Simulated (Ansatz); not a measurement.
Abridged output of a molecular run in Ansatz:

```
Functional definition: HF
1587 factors; integrals over basis functions are off by at most 1.3e-3 eV
mean field evaluation 1: about -67305.0522 eV, gradient 3.1e1 eV
mean field evaluation 2: about -67305.2099 eV, gradient 3.1e1 eV
mean field evaluation 4: about -67308.1468 eV, gradient 4.5e0 eV
mean field evaluation 8: about -67308.2036 eV, gradient 3.4e-1 eV
mean field evaluation 16: about -67308.2054 eV, gradient 2.8e-6 eV
mean field -67308.20535373 eV, -2473.5309236094 hartree, gradient 2.8e-6 eV, S^2 0.000000; 0 other end points of the search recorded, 0 dependent functions left out
17 core orbitals not correlated: weight in the atoms' cores, before any rotation towards them, 1.000 or more for the frozen orbitals, at most 0.000 for the correlated occupied ones
reference -67308.20535373 eV, -2473.5309236094 hartree; 18, 18 occupied and 232, 232 virtual orbitals, 1587 factors
second order -21.86602025 eV of doubles, -0.00000000 eV of singles
cycle   1  -22.44176371 eV  change   -5.8e-1 eV  update   1.1e-1
cycle   2  -23.09268280 eV  change   -6.5e-1 eV  update   3.4e-2
cycle   3  -23.20297302 eV  change   -1.1e-1 eV  update   1.8e-2
cycle   4  -23.19236899 eV  change    1.1e-2 eV  update   4.7e-3
cycle   5  -23.18943067 eV  change    2.9e-3 eV  update   2.0e-3
cycle   6  -23.18920499 eV  change    2.3e-4 eV  update   6.6e-4
cycle   7  -23.18912689 eV  change    7.8e-5 eV  update   2.6e-4
cycle   8  -23.18917342 eV  change   -4.7e-5 eV  update   1.0e-4
cycle   9  -23.18920236 eV  change   -2.9e-5 eV  update   4.3e-5
perturbative correction -1.02120699 eV, -0.0375286648 hartree
Total energy: -67332.41576308 eV, -2474.4206397426 hartree
```

Its atoms:

Cartesian coordinates in Å:
```
B -1.3917 -0.4867 -0.4497
B -0.1790 -0.6523 0.4898
C 1.0611 -0.7228 1.3594
Ga -0.4414 1.2818 -1.1576
Cl 1.6823 1.2771 -1.6754
H -1.2394 -0.9715 -1.5563
H -2.4874 -0.1601 -0.0915
H 1.0131 0.0397 2.1456
H 1.9436 -0.4968 0.7500
H 1.1878 -1.7001 1.8308
H -1.1488 2.5917 -1.6452
```

Q: Which basis set was used?
A. cc-pV(Q+d)Z
B. def2-QZVPP
C. def2-TZVPP
D. def2-TZVPPD

A: C. It gives 267 functions.

Q: Write the keys of the input that set method, charge and spin (a neutral closed shell needs none for the last two).

A: 
```yaml
correlation: {method: ccsd_t}
```
